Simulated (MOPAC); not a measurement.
Input for MOPAC: PM7 on CH8Si2 (SMILES [SiH3]C[SiH3]).

```
PM7 1SCF PRECISE CHARGE=0 THREADS=1
CH8Si2

Si    -1.56907257 1     0.27855909 1    -0.16124239 1
C      0.07748051 1    -0.53813979 1    -0.54260615 1
Si     1.52074774 1     0.05708476 1     0.49963367 1
H     -2.64268330 1    -0.25719958 1    -1.03304495 1
H     -1.47498851 1     1.74244933 1    -0.37627910 1
H     -1.94488026 1     0.03472122 1     1.25204185 1
H     -0.02843114 1    -1.61907039 1    -0.40957353 1
H      0.31505444 1    -0.37172583 1    -1.59768382 1
H      1.72232299 1     1.51342321 1     0.30857051 1
H      1.25210082 1    -0.19539930 1     1.93564979 1
H      2.77234926 1    -0.64470270 1     0.12453412 1
```

It printed:

```
*******************************************************************************
 **                                                                           **
 **                              MOPAC v23.2.5                                **
 **                                                                           **
 *******************************************************************************
 ** MOPAC's Digital Object Identifier: https://doi.org/10.5281/zenodo.6511958 **
 **                                                                           **
 ** Please cite the open-source release paper for use of this MOPAC version:  **
 ** J. E. Moussa and J. J. P. Stewart (2026)                                  **
 ** MOPAC: An open-source semiempirical molecular orbital program             **
 ** J. Open Source Softw., 11(119), 8025, https://doi.org/10.21105/joss.08025 **
 *******************************************************************************

                              PM7 CALCULATION RESULTS

 *******************************************************************************
 *  PM7        - The PM7 Hamiltonian to be used
 *
 *
 *
 *                 CHARGE ON SYSTEM = 0
 *
 *
 *
 *  PRECISE    - TIGHTER CRITERIA TO BE USED
 *  1SCF       - DO 1 SCF AND THEN STOP
 *  THREADS=1  - MULTI-THREADING NOT USED
 *  T=         - A TIME OF 172800.0 SECONDS REQUESTED
 *  DUMP=N     - RESTART FILE WRITTEN EVERY 7200.0 SECONDS REQUESTED
 *******************************************************************************
PM7 1SCF PRECISE CHARGE=0 THREADS=1
 CH8Si2

   ATOM   CHEMICAL          X               Y               Z
  NUMBER   SYMBOL      (ANGSTROMS)     (ANGSTROMS)     (ANGSTROMS)

     1      Si         -1.56907257  *   0.27855909  *  -0.16124239  *
     2       C          0.07748051  *  -0.53813979  *  -0.54260615  *
     3      Si          1.52074774  *   0.05708476  *   0.49963367  *
     4       H         -2.64268330  *  -0.25719958  *  -1.03304495  *
     5       H         -1.47498851  *   1.74244933  *  -0.37627910  *
     6       H         -1.94488026  *   0.03472122  *   1.25204185  *
     7       H         -0.02843114  *  -1.61907039  *  -0.40957353  *
     8       H          0.31505444  *  -0.37172583  *  -1.59768382  *
     9       H          1.72232299  *   1.51342321  *   0.30857051  *
    10       H          1.25210082  *  -0.19539930  *   1.93564979  *
    11       H          2.77234926  *  -0.64470270  *   0.12453412  *



          CARTESIAN COORDINATES

    NO.       ATOM           X           Y           Z

     1        Si         -1.5691      0.2786     -0.1612
     2         C          0.0775     -0.5381     -0.5426
     3        Si          1.5207      0.0571      0.4996
     4         H         -2.6427     -0.2572     -1.0330
     5         H         -1.4750      1.7424     -0.3763
     6         H         -1.9449      0.0347      1.2520
     7         H         -0.0284     -1.6191     -0.4096
     8         H          0.3151     -0.3717     -1.5977
     9         H          1.7223      1.5134      0.3086
    10         H          1.2521     -0.1954      1.9356
    11         H          2.7723     -0.6447      0.1245

 General Reference for PM7:
 "Optimization of Parameters for Semiempirical Methods VI: More Modifications to the
 NDDO Approximations and Re-optimization of Parameters", J. J. P. Stewart, J. Mol. Mod., 1:32, 19 (2013)
 https://link.springer.com/article/10.1007/s00894-012-1667-x

           Empirical Formula: C H8 Si2  =    11 atoms



      MOLECULAR POINT GROUP   :   C2v


      RHF CALCULATION, NO. OF DOUBLY OCCUPIED LEVELS = 10


 -------------------------------------------------------------------------------
 PM7 1SCF PRECISE CHARGE=0 THREADS=1
 CH8Si2



     1SCF WAS SPECIFIED, SO BFGS WAS NOT USED
     SCF FIELD WAS ACHIEVED


                              PM7 CALCULATION
                                                       MOPAC v23.2.5 Linux




          FINAL HEAT OF FORMATION =          2.04427 KCAL/MOL =       8.55321 KJ/MOL


          COSMO AREA              =        133.57 SQUARE ANGSTROMS
          COSMO VOLUME            =        129.09 CUBIC ANGSTROMS

          IONIZATION POTENTIAL    =         11.289802 EV
          HOMO LUMO ENERGIES (EV) =        -11.290  1.740
          NO. OF FILLED LEVELS    =         10
          MOLECULAR WEIGHT        =         76.2452         POINT GROUP:  C2v

          MOLECULAR DIMENSIONS (Angstroms)

            Atom       Atom       Distance
            H    11    H     4     5.55092
            H     8    H    10     3.27238
            H     7    H     5     3.21229


          SCF CALCULATIONS        =          1





   ATOM   CHEMICAL          X               Y               Z
  NUMBER   SYMBOL      (ANGSTROMS)     (ANGSTROMS)     (ANGSTROMS)

     1      Si         -1.56907257  *   0.27855909  *  -0.16124239  *
     2       C          0.07748051  *  -0.53813979  *  -0.54260615  *
     3      Si          1.52074774  *   0.05708476  *   0.49963367  *
     4       H         -2.64268330  *  -0.25719958  *  -1.03304495  *
     5       H         -1.47498851  *   1.74244933  *  -0.37627910  *
     6       H         -1.94488026  *   0.03472122  *   1.25204185  *
     7       H         -0.02843114  *  -1.61907039  *  -0.40957353  *
     8       H          0.31505444  *  -0.37172583  *  -1.59768382  *
     9       H          1.72232299  *   1.51342321  *   0.30857051  *
    10       H          1.25210082  *  -0.19539930  *   1.93564979  *
    11       H          2.77234926  *  -0.64470270  *   0.12453412  *

                             CARTESIAN COORDINATES

   1   Si       -1.569072570     0.278559090    -0.161242390
   2    C        0.077480510    -0.538139790    -0.542606150
   3   Si        1.520747740     0.057084760     0.499633670
   4    H       -2.642683300    -0.257199580    -1.033044950
   5    H       -1.474988510     1.742449330    -0.376279100
   6    H       -1.944880260     0.034721220     1.252041850
   7    H       -0.028431140    -1.619070390    -0.409573530
   8    H        0.315054440    -0.371725830    -1.597683820
   9    H        1.722322990     1.513423210     0.308570510
  10    H        1.252100820    -0.195399300     1.935649790
  11    H        2.772349260    -0.644702700     0.124534120


           Empirical Formula: C H8 Si2  =    11 atoms



      MOLECULAR POINT GROUP   :   C2v


                  EIGENVALUES
 -25.97756 -17.13083 -17.12986 -14.74492 -13.26266 -12.51323 -12.23177 -12.03439
 -11.59377 -11.28980   1.74003   1.74197   2.56982   2.58996   2.61512   2.76585
   5.66097   6.58091   7.96135   8.29840  20.46480  20.91859  21.28588  21.53949
  21.86523  21.97471  22.36179  22.49616  22.83433  23.13449


              NET ATOMIC CHARGES AND DIPOLE CONTRIBUTIONS

  ATOM NO.   TYPE          CHARGE      No. of ELECS.   s-Pop       p-Pop       d-Pop
    1         Si           0.053359        3.9466     0.89788     2.90466     0.14410
    2          C          -0.661570        4.6616     1.05426     3.60731
    3         Si           0.053359        3.9466     0.89788     2.90466     0.14410
    4          H           0.028840        0.9712     0.97116
    5          H           0.031553        0.9684     0.96845
    6          H           0.031555        0.9684     0.96844
    7          H           0.185476        0.8145     0.81452
    8          H           0.185476        0.8145     0.81452
    9          H           0.031555        0.9684     0.96844
   10          H           0.031554        0.9684     0.96845
   11          H           0.028841        0.9712     0.97116
 DIPOLE           X         Y         Z       TOTAL
 POINT-CHG.    -0.053     0.367     0.370     0.523
 HYBRID         0.111    -0.772    -0.778     1.102
 SUM            0.058    -0.405    -0.409     0.579


          ATOMIC ORBITAL ELECTRON POPULATIONS

     Atom    s        px        py        pz      x^2-y^2     xz        z^2       yz        xy
    1 Si   0.89788   0.87536   0.99974   1.02955   0.04243   0.03605   0.03181   0.00813   0.02568
    2  C   1.05426   1.21816   1.19350   1.19566
    3 Si   0.89788   0.91163   1.01780   0.97523   0.03702   0.02470   0.04478   0.00970   0.02791
    4  H   0.97116
    5  H   0.96845
    6  H   0.96844
    7  H   0.81452
    8  H   0.81452
    9  H   0.96844
   10  H   0.96845
   11  H   0.97116

 **********************
 *                    *
 * JOB ENDED NORMALLY *
 *                    *
 **********************




 == MOPAC DONE ==
```

The run finished.

Cost: very roughly 0.020 core-seconds.
